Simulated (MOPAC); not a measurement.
MOPAC input (PM6):

```
PM6 FORCE THERMO(298,298) PRECISE LET GEO-OK AUX(PRECISION=9) THREADS=1
ILi

Li    0.00000000 1    0.00000000 1   -2.33205210 1
I    -0.00000000 1    0.00000000 1    0.19588110 1
```

Output:

```
 *******************************************************************************
 **                                                                           **
 **                              MOPAC v23.2.5                                **
 **                                                                           **
 *******************************************************************************
 ** MOPAC's Digital Object Identifier: https://doi.org/10.5281/zenodo.6511958 **
 **                                                                           **
 ** Please cite the open-source release paper for use of this MOPAC version:  **
 ** J. E. Moussa and J. J. P. Stewart (2026)                                  **
 ** MOPAC: An open-source semiempirical molecular orbital program             **
 ** J. Open Source Softw., 11(119), 8025, https://doi.org/10.21105/joss.08025 **
 *******************************************************************************

                              PM6 CALCULATION RESULTS

 *******************************************************************************
 *  PM6        - The PM6 Hamiltonian to be used
 *  GEO-OK     - OVERRIDE INTERATOMIC DISTANCE AND OTHER SAFETY CHECKS
 *  LET        - OVERRIDE SOME SAFETY CHECKS
 *  PRECISE    - TIGHTER CRITERIA TO BE USED
 *  FORCE      - FORCE CALCULATION SPECIFIED
 *  AUX        - OUTPUT AUXILIARY INFORMATION
 *  THERMO     - THERMODYNAMIC QUANTITIES TO BE CALCULATED
 *******************************************************************************
PM6 FORCE THERMO(298,298) PRECISE LET GEO-OK AUX(PRECISION=9) THREADS=1
 ILi

   ATOM   CHEMICAL          X               Y               Z
  NUMBER   SYMBOL      (ANGSTROMS)     (ANGSTROMS)     (ANGSTROMS)

     1      Li          0.00000000  *   0.00000000  *  -2.33205210  *
     2       I         -0.00000000  *   0.00000000  *   0.19588110  *

          CARTESIAN COORDINATES

    NO.       ATOM           X           Y           Z

     1        Li          0.0000      0.0000     -2.3321
     2         I         -0.0000      0.0000      0.1959

 General Reference for PM6:
 "Optimization of Parameters for Semiempirical Methods V: Modification of NDDO Approximations
 and Application to 70 Elements", J. J. P. Stewart, J. Mol. Mod., 13, 1173-1213 (2007)
 URL: https://link.springer.com/article/10.1007/s00894-007-0233-4

           Empirical Formula: Li I  =     2 atoms

      MOLECULAR POINT GROUP   :   C*v

      RHF CALCULATION, NO. OF DOUBLY OCCUPIED LEVELS = 4

          HEAT OF FORMATION =     -16.071938 KCALS/MOLE

          CARTESIAN COORDINATE DERIVATIVES

   NUMBER  ATOM         X            Y            Z

     1      Li     -0.014265     0.000000     0.000000
     2       I      0.014265     0.000000     0.000000

 DIPOLE           X         Y         Z       TOTAL
 POINT-CHG.    -9.552     0.000     0.000     9.552
 HYBRID         0.239     0.000    -0.000     0.239
 SUM           -9.313     0.000     0.000     9.313

          GRADIENT NORM =   0.02017

          MOLECULAR WEIGHT =  133.84

          ROTATIONAL CONSTANTS IN CM(-1)

          A =    0.00000000   B =    0.40089381   C =    0.40089381

           PRINCIPAL MOMENTS OF INERTIA IN UNITS OF 10**(-40)*GRAM-CM**2

          A =        0.0000   B =       69.8259   C =       69.8259

          ORIENTATION OF MOLECULE IN FORCE CALCULATION

    NO.       ATOM         X         Y         Z

     1         Li      -2.3969    0.0000    0.0000
     2          I       0.1311    0.0000   -0.0000

    FIRST DERIVATIVES WILL BE USED IN THE CALCULATION OF SECOND DERIVATIVES

    FOR POINT-GROUP C*v  THERE ARE  84 UNIQUE SYMMETRY FUNCTIONS.

(To convert to Hartree/Bohr^2, multiply by (10^(-21) x N x a0^2)/(4.184 x 627.51) =  0.0642)

           FORCE MATRIX IN MILLIDYNES/ANGSTROM

                 Li  1       I  2
 ------------------------------
    Li    1   0.935048
     I    2   0.935049   0.935049

          HEAT OF FORMATION =     -16.071938 KCALS/MOLE

          ZERO POINT ENERGY       0.702 KCAL/MOL

           NORMAL COORDINATE ANALYSIS (Total motion = 1 Angstrom)

   Root No.       1

                 1 Sig

                 491.1

           1    0.9481
           2    0.0000
           3   -0.0000
           4   -0.0519
           5   -0.0000
           6    0.0000

           MASS-WEIGHTED COORDINATE ANALYSIS (NORMAL COORDINATES)

   Root No.       1

                 1 Sig

                 491.1

           1    0.9737
           2    0.0000
           3   -0.0000
           4   -0.2277
           5   -0.0000
           6    0.0000

          DESCRIPTION OF VIBRATIONS

 VIBRATION          1    1Sig        ATOM PAIR     ENERGY CONTRIBUTION    RADIAL
 FREQUENCY           491.10         Li1 -- I 2        +100.0% (100.0%)    100.0%
 TRANSITION DIPOLE   2.7676
 TRAVEL (Ang.)       0.1445
 REDUCED MASS        6.5802
 EFFECTIVE MASS      9.4981
 FORCE CONSTANT      0.9350

      SYMMETRY NUMBER FOR POINT-GROUP C*v =  1

          SYSTEM IS A GROUND STATE

 ILi

          MOLECULE IS LINEAR

          THERE ARE  1 GENUINE VIBRATIONS IN THIS SYSTEM
          THIS THERMODYNAMICS CALCULATION IS LIMITED TO
          MOLECULES WHICH HAVE NO INTERNAL ROTATIONS

                    CALCULATED THERMODYNAMIC PROPERTIES
                                          *
   TEMP. (K)   PARTITION FUNCTION   H.O.F.    ENTHALPY  HEAT CAPACITY ENTROPY
                                   KCAL/MOL   CAL/MOLE    CAL/K/MOL  CAL/K/MOL

 298.00  VIB.     0.1103D+01                   144.6188     1.2692     0.6801
         ROT.     0.5166D+03                   592.1869     1.9872    14.4020
         INT.     0.5699D+03                   736.8056     3.2564    15.0821
         TRA.     0.1497D+28                  1480.4672     4.9680    40.5847
         TOT.                      -16.072    2217.2728     8.2244    55.6668

   *: NOTE: HEATS OF FORMATION ARE RELATIVE TO THE
            ELEMENTS IN THEIR STANDARD STATE AT 298K
              (=  Standard Enthalpy of Formation).

            Hvib:  Zero-point energy is not included.
                   frequencies of less than zero cm-1 are not included.
            Hrot = (3/2)RT
            Htra = (3/2)RT + pV = (5/2)RT

            Heat capacity is Cp, not Cv

          For more information, see: HTTP://OpenMOPAC.net/Manual/thermochemistry.html

           FORCE CONSTANT IN CARTESIAN COORDINATES (Millidynes/A)

    ATOM   CHEMICAL       X               Y               Z
   NUMBER   SYMBOL  FORCE CONSTANT  FORCE CONSTANT  FORCE CONSTANT

      1      Li        0.935049        0.000232        0.000232
      2       I        0.935049        0.000232        0.000232

 **********************
 *                    *
 * JOB ENDED NORMALLY *
 *                    *
 **********************

 == MOPAC DONE ==
```
